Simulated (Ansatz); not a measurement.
Start from `B[SiH2]OC` and change one atom or group to get `CO[SiH2][SiH3]`.

Ansatz, PBE0-D4/def2-TZVP geometries, multiplicity 1. Each molecule was computed in one conformer, which needn't be the lowest.

```tsv
property	`B[SiH2]OC`
HOMO–LUMO gap (PBE0/def2-TZVPP) / eV	5.66
HOMO–LUMO gap (B3LYP/def2-TZVPP) / eV	5.24
ideal-gas entropy at 298 K and 1 bar (rigid rotor, harmonic PBE0-D4/def2-TZVP) / J/(mol·K)	339
LUMO energy (PBE0/def2-TZVPP) / eV	-2.41
HOMO energy (ωB97M-V/def2-TZVPP) / eV	-10.41
size of the dipole moment (PBE/def2-TZVPP) / D	0.72
```

**Question.** Give the same properties after the change, and the shifts. (An estimate is asked.)

**Answer.** Computed: 
| property | `CO[SiH2][SiH3]` | shift |
| --- | --- | --- |
| HOMO–LUMO gap (PBE0/def2-TZVPP) / eV | 7.92 | 2.26 |
| HOMO–LUMO gap (B3LYP/def2-TZVPP) / eV | 7.55 | 2.31 |
| ideal-gas entropy at 298 K and 1 bar (rigid rotor, harmonic PBE0-D4/def2-TZVP) / J/(mol·K) | 361 | 22 |
| LUMO energy (PBE0/def2-TZVPP) / eV | -0.21 | 2.20 |
| HOMO energy (ωB97M-V/def2-TZVPP) / eV | -10.19 | 0.22 |
| size of the dipole moment (PBE/def2-TZVPP) / D | 1.06 | 0.34 |

With PBE0 the HOMO falls by 0.05 eV and the LUMO rises by 2.20 eV, so the gap widens by about 2.25 eV. PBE moves the HOMO by -0.11 eV and ωB97M-V by 0.22 eV. The zero-point energy changes by 13.4 kJ/mol with +3 modes. Dipoles are sizes alone; their direction can turn.

B3LYP here is the variant with VWN-RPA as its local correlation; programs differ in this.
